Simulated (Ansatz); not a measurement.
Al₄As₄, relaxed as a singlet with RKS PBE0-D4/def2-SVP in Ansatz, starting from the GFN2-xTB geometry. Force threshold 0.02 eV/Å.

The restricted singlet is unstable towards broken spin symmetry in Hartree–Fock (as tested in another run); at PBE0-D4/def2-SVP this wasn't settled. Another isomer (singlet) lies 0.37 eV lower at PBE0-D4/def2-TZVP; other spin states weren't run for this one.

Start:

```tsv
atom	x (Å)	y (Å)	z (Å)
Al1	-0.818	3.620	0.181
Al2	0.478	1.259	0.462
Al3	-0.987	-0.756	-0.990
Al4	1.009	-1.388	0.644
As5	-1.331	1.657	-1.151
As6	2.203	0.358	1.719
As7	-1.223	-2.397	0.716
As8	0.670	-2.354	-1.582
```

Question: Estimate the energy that the relaxation releases and the steps that it takes.

Answer: 27.8 kcal/mol, in 20 steps; 2.9 min on 4 threads of Arm Neoverse V2 on a shared host. No frequencies were taken in this run, so the end may be a saddle point.

Question: Does the start keep its bonding?

Answer: Bonds formed: Al1–As7, Al2–As7 (atoms count from 1).

Question: Predict the relaxed structure.

Answer: 
```tsv
atom	x (Å)	y (Å)	z (Å)
Al1	-2.354	1.734	0.246
Al2	0.734	1.056	0.647
Al3	-0.454	-0.153	-1.412
Al4	1.173	-1.560	0.621
As5	-0.248	2.239	-1.278
As6	2.746	0.033	1.293
As7	-1.270	-0.833	0.874
As8	-0.327	-2.517	-0.991
```
Bond lengths (bridged metal pairs left out): 11 × Al–As 2.34 to 2.86 Å; 1 × As–As 2.68 Å.
